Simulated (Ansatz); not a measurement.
`[F][Zr]([F])([SeH])[SeH]` + H–F → `[F][Zr]([F])([F])[SeH]` + H₂Se at 400 K and 1 bar (ligand exchange at a Zr–Se bond).

Computed with Ansatz on PBE0-D4/def2-TZVP structures; ΔE is electronic, products minus reactants. CCSD(T)/CBS adds triple-zeta CCSD(T) − MP2 to the extrapolated MP2 energy (def2 sets, frozen cores). This one scheme is used for every species. def2 core potentials past Kr. For Se, Zr outer-core shells are correlated without core-valence functions, which leaves a few kJ/mol of doubt a bond. Scalar relativity is left out up to krypton. One conformer a species, not always the lowest.

```csv
species,CCSD(T)/CBS energy (Eh),H − E (kJ/mol),S (J/(mol·K))
`[F][Zr]([F])([SeH])[SeH]`,-5049.43983,90.6,465.5
H–F,-100.39570,36.5,182.2
`[F][Zr]([F])([F])[SeH]`,-2747.96381,70.2,422.6
H₂Se,-2401.89790,49.4,229.5
```

H − E and S are ideal-gas, rigid-rotor, harmonic terms from PBE0-D4/def2-TZVP, for one conformer and one mirror image of each species. 1 Eh = 2625.50 kJ/mol, R = 8.31446 J/(mol·K).

Q: By hand: ΔE, ΔH, ΔS and ΔG.

A: ΔE = (-2747.96381) + (-2401.89790) − (-5049.43983) − (-100.39570) = -0.02618 Eh = -68.7 kJ/mol. Δ(H − E) = 70.2 + 49.4 − 90.6 − 36.5 = -7.5, so ΔH = -76.2 kJ/mol. ΔS = 422.6 + 229.5 − 465.5 − 182.2 = 4.4 J/(mol·K). ΔG = -76.2 − 400 × (4.4)/1000 = -78.0 kJ/mol.

Q: By hand: the equilibrium constant, and the temperature at which ΔG would vanish if ΔH and ΔS stayed fixed.

A: log₁₀ K = −ΔG/(RT ln 10) = 10.2. ΔH and −TΔS have one sign here, so there is no such temperature. One of them is within its doubt of zero, so this could turn.

The number of gas molecules stays the same, so ΔS is small and ΔH decides. A doubt of 5 kJ/mol in ΔE shifts log₁₀ K by 0.7 here. Other conformers and mirror images would add mixing entropy, several J/(mol·K) or more a flexible species. Modes under 60 cm⁻¹, often nearly free rotors, make the harmonic entropy too high. These are equilibria of isolated gas molecules and say nothing of rates. Largest T1 diagnostic: 0.016 (customary marks: 0.02 for closed shells, 0.045 for open ones).
